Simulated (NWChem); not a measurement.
System meant: C4H4N, doublet; SMILES [nH]1[c]ccc1

NWChem input:

```
start job
memory heap 200 mb stack 900 mb global 1100 mb
geometry units angstroms noautoz
  C     -1.207370     0.024772     0.000000
  C     -0.457088     1.169455     0.000000
  C      0.905866     0.714985     0.000000
  C      0.906981    -0.662072     0.000000
  N     -0.415394    -1.082090     0.000000
  H     -0.809444     2.190065     0.000000
  H      1.783731     1.348227     0.000000
  H      1.717119    -1.377179     0.000000
  H     -0.734198    -2.038149     0.000000
end
basis spherical
  C library def2-svp
  N library def2-svp
  H library def2-svp
end
dft
  odft
  mult 3
  xc pbe0
  iterations 150
  mulliken
end
task dft energy
```

End of the output:

```
 ==============================================================================
                                 internuclear angles
 ------------------------------------------------------------------------------
        center 1       |       center 2       |       center 3       |  degrees
 ------------------------------------------------------------------------------
    2 C                |   1 C                |   5 N                |   111.17
    1 C                |   2 C                |   3 C                |   104.80
    1 C                |   2 C                |   6 H                |   127.71
    3 C                |   2 C                |   6 H                |   127.49
    2 C                |   3 C                |   4 C                |   108.49
    2 C                |   3 C                |   7 H                |   125.75
    4 C                |   3 C                |   7 H                |   125.76
    3 C                |   4 C                |   5 N                |   107.57
    3 C                |   4 C                |   8 H                |   131.48
    5 N                |   4 C                |   8 H                |   120.94
    1 C                |   5 N                |   4 C                |   107.96
    1 C                |   5 N                |   9 H                |   125.97
    4 C                |   5 N                |   9 H                |   126.06
 ------------------------------------------------------------------------------
                            number of included internuclear angles:         13
 ==============================================================================

 Summary of "ao basis" -> "" (spherical)
 ------------------------------------------------------------------------------
       Tag                 Description            Shells   Functions and Types
 ---------------- ------------------------------  ------  ---------------------
 C                          def2-svp                 6       14   3s2p1d
 N                          def2-svp                 6       14   3s2p1d
 H                          def2-svp                 3        5   2s1p

                                 NWChem DFT Module
                                 -----------------

 Summary of "ao basis" -> "ao basis" (spherical)
 ------------------------------------------------------------------------------
       Tag                 Description            Shells   Functions and Types
 ---------------- ------------------------------  ------  ---------------------
 C                          def2-svp                 6       14   3s2p1d
 N                          def2-svp                 6       14   3s2p1d
 H                          def2-svp                 3        5   2s1p

      Symmetry analysis of basis
      --------------------------

        a'         66
        a"         24

  number of electrons :                   35
  multiplicity        :                    3
 ------------------------------------------------------------------------
  no. of electrons and multiplicity not compatible                  35
 ------------------------------------------------------------------------
 ------------------------------------------------------------------------
  current input line :
    26: task dft energy
 ------------------------------------------------------------------------
 ------------------------------------------------------------------------
 There is an error in the input file
 ------------------------------------------------------------------------
 For more information see the NWChem manual at https://nwchemgit.github.io

0: no. of electrons and multiplicity not compatible:Received an Error in Communication
```

What is wrong, and how is it mended?

The input was rejected before any calculation. Cause: the multiplicity doesn't fit the number of electrons (an even count wants an odd multiplicity, and the reverse). This input runs:
```
start job
memory heap 200 mb stack 900 mb global 1100 mb
geometry units angstroms noautoz
  C     -1.207370     0.024772     0.000000
  C     -0.457088     1.169455     0.000000
  C      0.905866     0.714985     0.000000
  C      0.906981    -0.662072     0.000000
  N     -0.415394    -1.082090     0.000000
  H     -0.809444     2.190065     0.000000
  H      1.783731     1.348227     0.000000
  H      1.717119    -1.377179     0.000000
  H     -0.734198    -2.038149     0.000000
end
basis spherical
  * library def2-svp
end
dft
  odft
  mult 2
  xc pbe0
  iterations 150
  mulliken
end
task dft energy
```
It converges to -209.07937 Ha (PBE0/def2-SVP, spin-unrestricted).
